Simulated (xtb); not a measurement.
CH7FN2Si, SMILES C[Si](N)(N)F. All values are semi-empirical tight-binding results from xtb (GFN2-xTB unless named), good for trends rather than for accurate numbers. Coordinates come from a GFN2-xTB optimisation. This is a generated structure with no PubChem entry under its InChIKey; it may be hypothetical. One conformer was computed; it need not be the lowest.

Optimised geometry:

Bonds (Å): C1–Si2 1.887, C1–H6 1.085, C1–H7 1.085, C1–H8 1.084, Si2–N3 1.721, Si2–N4 1.722, Si2–F5 1.617, N3–H9 1.006, N3–H10 1.004, N4–H11 1.006, N4–H12 1.004. Angles (°): Si2–C1–H6 110.9, Si2–C1–H7 111.5, Si2–C1–H8 110.9, H6–C1–H7 107.7, H6–C1–H8 108.0, H7–C1–H8 107.7, C1–Si2–N3 108.7, C1–Si2–N4 108.9, C1–Si2–F5 112.7, N3–Si2–N4 122.1, N3–Si2–F5 102.1, N4–Si2–F5 101.9, Si2–N3–H9 120.1, Si2–N3–H10 121.6, H9–N3–H10 111.2, Si2–N4–H11 120.0, Si2–N4–H12 121.7, H11–N4–H12 111.2.

| Quantity | Result |
|---|---|
| point group as xtb finds it | Cs |
| orbital gap | 6.81 eV |
| dipole moment | 3.42 D |
| zero-point energy | 56.4 kcal/mol |
| G − E(el) at 298.15 K (modified RRHO) | 36.0 kcal/mol |
| static polarisability (D4 model) | 66.5 bohr³ |
| solvation energy, GFN2-xTB/ALPB(water) | -5.8 kcal/mol |
| solvation energy, GFN2-xTB/ALPB(hexane) | -3.4 kcal/mol |

Q: Give the atomic charges and the Wiberg bond orders between heavy atoms. (Estimate from the structure and the level; the computed values follow.)

A: charges (e) C1 -0.20, Si2 0.59, N3 -0.40, N4 -0.40, F5 -0.29, H6 0.03, H7 0.02, H8 0.03, H9 0.16, H10 0.15, H11 0.16, H12 0.15. Bond orders C1–Si2 0.86, Si2–N3 1.11, Si2–N4 1.11, Si2–F5 1.03.
